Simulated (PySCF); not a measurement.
3-methylthiophene (C5H6S), SMILES Cc1ccsc1. Atoms are numbered in the order given.

```xyz
12

C     -0.1975    -2.4688     0.0000
C     -0.0252    -0.9825     0.0000
C      1.2449    -0.3230     0.0000
C      1.1422     1.0415     0.0000
S     -0.4974     1.5502     0.0000
C     -1.0556    -0.0747     0.0000
H     -1.2598    -2.7493     0.0000
H      0.2721    -2.9244    -0.8864
H      0.2721    -2.9244     0.8864
H      2.2002    -0.8512     0.0000
H      1.9457     1.7768     0.0000
H     -2.1245    -0.2859     0.0000
```
Charge 0, spin multiplicity 1.

Geometry: PBE0-D3(BJ)/def2-SVP.

Computed with PBE/pcSseg-1 run with PySCF.

GIAO shieldings, no solvent; atoms alike by connectivity are averaged. δ = σ(ref) − σ: ¹³C against TMS (σ = 182.0 ppm); ³³S against H2S (σ = 706.5 ppm); ¹H against TMS (σ = 31.49 ppm), references at their B3LYP-D3(BJ)/def2-TZVP geometries, non-relativistic.

### Question
Estimate the chemical shifts. (Estimate from the structure and the level; the computed values follow.)

### Answer

| nucleus | atoms | count | δ (ppm) |
|---|---|---|---|
| ¹³C | C2 | 1 | 142.0 |
| ¹³C | C3 | 1 | 132.7 |
| ¹³C | C4 | 1 | 131.2 |
| ¹³C | C6 | 1 | 126.5 |
| ¹³C | C1 | 1 | 19.8 |
| ³³S | S5 | 1 | 443.4 |
| ¹H | H11 | 1 | 7.21 |
| ¹H | H10 | 1 | 7.18 |
| ¹H | H12 | 1 | 6.86 |
| ¹H | H7, H8, H9 | 3 | 2.66 |
